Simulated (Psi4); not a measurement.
dimethyl telluride (C2H6Te), singlet, at a GFN2-xTB geometry (core potentials on Te); PBE/def2-TZVP (Psi4).

Input for Psi4:
```
memory 2 GB

molecule mol {
0 1
  C     1.514040   -0.618147    0.973610
  Te    0.016371    0.196487   -0.354009
  C    -1.602055   -0.438292    0.929332
  H     1.380117   -1.687451    1.076459
  H     2.488665   -0.418553    0.549943
  H     1.443433   -0.149270    1.946781
  H    -1.594990   -1.515734    1.034184
  H    -2.534860   -0.128604    0.478562
  H    -1.505569    0.020941    1.904878
}

set basis def2-tzvp
set reference rks

energy('pbe')
print_variables()
```

The log (banner, timings and long lists left out):

```
   => Loading Basis Set <=

    Name: DEF2-TZVP
    Role: ORBITAL
    Keyword: BASIS

    !!!  WARNING: ECP capability is in beta. Please check occupations closely.  !!!

         ---------------------------------------------------------
                                   SCF
               by Justin Turney, Rob Parrish, Andy Simmonett
                          and Daniel G. A. Smith
                              RKS Reference
         ---------------------------------------------------------

  ==> Geometry <==

    Molecular point group: c1
    Full point group: C1

    Geometry (in Angstrom), charge = 0, multiplicity = 1:

       Center              X                  Y                   Z               Mass
    ------------   -----------------  -----------------  -----------------  -----------------
         C            1.509383751692    -0.674029569249     1.074309207290    12.000000000000
         TE           0.011714751692     0.140604430751    -0.253309792710   129.906222748000
         C           -1.606711248308    -0.494174569249     1.030031207290    12.000000000000
         H            1.375460751692    -1.743333569249     1.177158207290     1.007825032230
         H            2.484008751692    -0.474435569249     0.650642207290     1.007825032230
         H            1.438776751692    -0.205152569249     2.047480207290     1.007825032230
         H           -1.599646248308    -1.571616569249     1.134883207290     1.007825032230
         H           -2.539516248308    -0.184486569249     0.579261207290     1.007825032230
         H           -1.510225248308    -0.034941569249     2.005577207290     1.007825032230

  Running in c1 symmetry.

  Rotational constants: A =      0.26638  B =      0.20249  C =      0.12021 [cm^-1]
  Rotational constants: A =   7985.80481  B =   6070.36456  C =   3603.81955 [MHz]
  Nuclear repulsion =  130.783443672924648

  Charge       = 0
  Multiplicity = 1
  Electrons    = 42
  Nalpha       = 21
  Nbeta        = 21

  ==> Algorithm <==

  SCF Algorithm Type is DF.
  DIIS enabled.
  MOM disabled.
  Fractional occupation disabled.
  Guess Type is SAD.
  Energy threshold   = 1.00e-06
  Density threshold  = 1.00e-06
  Integral threshold = 1.00e-12

  ==> Primary Basis <==

  Basis Set: DEF2-TZVP
    Blend: DEF2-TZVP
    Number of shells: 62
    Number of basis functions: 148
    Number of Cartesian functions: 167
    Spherical Harmonics?: true
    Max angular momentum: 3

  Core potential: DEF2-TZVP
[...]
   @DF-RKS iter   5:  -347.74302166260668   -1.45767e-02   2.41548e-04 DIIS/ADIIS
   @DF-RKS iter   6:  -347.74357537134227   -5.53709e-04   6.93751e-05 DIIS
   @DF-RKS iter   7:  -347.74363142927615   -5.60579e-05   6.84990e-06 DIIS
   @DF-RKS iter   8:  -347.74363196581521   -5.36539e-07   1.62948e-06 DIIS
   @DF-RKS iter   9:  -347.74363198273380   -1.69186e-08   1.17720e-06 DIIS
   @DF-RKS iter  10:  -347.74363199784193   -1.51081e-08   1.97001e-07 DIIS
  Energy and wave function converged.

  ==> Post-Iterations <==

   Electrons on quadrature grid:
      Ntotal   =   41.9999927261 ; deviation = -7.274e-06

    Orbital Energies [Eh]
    ---------------------

    Doubly Occupied:

[...]
    Virtual:

[...]
     148A    104.529028

    Final Occupation by Irrep:
              A
    DOCC [    21 ]
    NA   [    21 ]
    NB   [    21 ]

  @DF-RKS Final Energy:  -347.74363199784193

   => Energetics <=

    Nuclear Repulsion Energy =            130.7834436729246477
    One-Electron Energy =                -833.6730156815501687
    Two-Electron Energy =                 388.8707542099598413
    DFT Exchange-Correlation Energy =     -33.7248141991762793
    Empirical Dispersion Energy =           0.0000000000000000
    VV10 Nonlocal Energy =                  0.0000000000000000
    Total Energy =                       -347.7436319978419306

Computation Completed

Properties will be evaluated at   0.000000,   0.000000,   0.000000 [a0]

Properties computed using the SCF density matrix

 Multipole Moments:

 ------------------------------------------------------------------------------------
     Multipole            Electronic (a.u.)      Nuclear  (a.u.)        Total (a.u.)
 ------------------------------------------------------------------------------------

 L = 1.  Multiply by 2.5417464519 to convert [e a0] to [Debye]
 Dipole X            :          1.2157264           -1.2357910           -0.0200646
 Dipole Y            :         14.5910522          -14.8318649           -0.2408128
 Dipole Z            :        -26.2901312           26.7237693            0.4336381
 Magnitude           :                                                    0.4964226

 ------------------------------------------------------------------------------------

  Variable Map:
  ----------------------------------------------------------------------------
[...]
  Array Variable Map:
  ----------------------------------------------------------------------------
[...]
[...]
```
